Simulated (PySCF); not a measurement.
**Vibration and rotation of BeSi⁺**

r²SCAN constants of BeSi⁺, ²Π (doublet), unpaired electrons π ↑ (basis Be 6-311G(d,p), Si 6-311G(d,p); no relativity; PySCF 2.14; masses 9.0122 and 27.9769 u):

```
ωe              : 454.7 cm⁻¹
ωexe            : 3.98 cm⁻¹
Be              : 0.46992 cm⁻¹
αe              : 0.00600 cm⁻¹
D (centrifugal) : 2.01e-06 cm⁻¹
De to Be + Si⁺  : 2.32 eV
```

Q: Give the vibrational terms G(v) and spacings up to v = 3.

A: G(v) = ωe(v+½) − ωexe(v+½)².

```json
{"v": "0", "G(v) (cm⁻¹)": "226", "G(v) − G(v−1)": "", "Bv (cm⁻¹)": "0.4669"}
{"v": "1", "G(v) (cm⁻¹)": "673", "G(v) − G(v−1)": "447", "Bv (cm⁻¹)": "0.4609"}
{"v": "2", "G(v) (cm⁻¹)": "1112", "G(v) − G(v−1)": "439", "Bv (cm⁻¹)": "0.4549"}
{"v": "3", "G(v) (cm⁻¹)": "1543", "G(v) − G(v−1)": "431", "Bv (cm⁻¹)": "0.4489"}
```

Q: How well does the Morse estimate ωe²/(4ωexe) reproduce De, and what is D0?

A: It gives 1.61 eV, 69 % of the computed De. D0 = De − G(0) = 2.32 − 0.03 = 2.29 eV.

For an ion De counts to the pair picked by the measured ionisation energies or electron affinities, which need not be the lowest pair at this level. The state is the lowest determinant that a PBE0 search found; another state may lie lower at other levels.
